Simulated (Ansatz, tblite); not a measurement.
Spin states of Ti₂O₄⁻ (the lowest doublet isomer of a short search), each relaxed with PBE-D4/def2-SVPD in Ansatz. Electronic energies in the gas phase.

The xTB rows come from tblite. Correlated methods freeze 14 core orbitals; core or outer-core shells of Ti are correlated, in sets that lack core-valence functions. HOMO above LUMO, or a gap near zero within one spin, warns that the state may not be the lowest or that an electron is smeared out. Another isomer (doublet) lies 0.04 eV lower at PBE0-D4/def2-TZVPD.

Doublet geometry (C2h within 0.1 Å):

Cartesian coordinates in Å:
```
Ti -0.776 0.718 0.842
Ti 0.776 -0.718 -0.842
O -2.403 0.780 1.229
O -0.186 0.882 -0.923
O 0.186 -0.881 0.924
O 2.402 -0.781 -1.230
```

Quartet geometry (C2h within 0.1 Å):

```xyz
6

Ti    0.856   -0.068    1.052
Ti   -0.856    0.068   -1.052
O     2.273    0.868    1.465
O     0.734   -0.825   -0.650
O    -0.734    0.825    0.650
O    -2.273   -0.868   -1.465
```

⟨S²⟩: doublet 0.76 at PBE0-D4/def2-TZVPD (pure 0.75), quartet 3.78 at PBE0-D4/def2-TZVPD (pure 3.75).

Only these spin states were relaxed. Higher spins weren't run and may lie lower.

Second-order perturbation terms are unreliable where d shells bring near-degenerate states, and here MP2/def2-TZVPD lies more than 0.4 eV from the median of the functionals without such a term.

Estimate which spin state lies lowest at each of these levels, and by how much: GFN1-xTB; GFN2-xTB; HF/def2-TZVPD; PBE-D4/def2-TZVPD; r2SCAN-D4/def2-TZVPD; B97M-V/def2-TZVPD; PBE0-D4/def2-TZVPD; PBE-QIDH/def2-TZVPD; MP2/def2-TZVPD.


| level | quartet − doublet (kcal/mol) | lowest of these | remarks |
| --- | --- | --- | --- |
| GFN1-xTB | 79.3 | doublet | – |
| GFN2-xTB | 70.9 | doublet | – |
| HF/def2-TZVPD | 14.4 | doublet | – |
| PBE-D4/def2-TZVPD | 66.1 | doublet | HOMO above zero (doublet), HOMO above zero (quartet), gap within one spin near zero (quartet) |
| r2SCAN-D4/def2-TZVPD | 63.2 | doublet | HOMO above zero (doublet), HOMO above zero (quartet), gap within one spin near zero (quartet) |
| B97M-V/def2-TZVPD | 65.8 | doublet | HOMO above zero (doublet), HOMO above zero (quartet), gap within one spin near zero (quartet) |
| PBE0-D4/def2-TZVPD | 66.0 | doublet | – |
| PBE-QIDH/def2-TZVPD | 73.3 | doublet | – |
| MP2/def2-TZVPD | 98.5 | doublet | – |

Change of the quartet − doublet gap on mixing in exact exchange, in kcal/mol: PBE to PBE0 (25 % exact exchange) -0.1. The xTB methods have no spin-polarisation term.
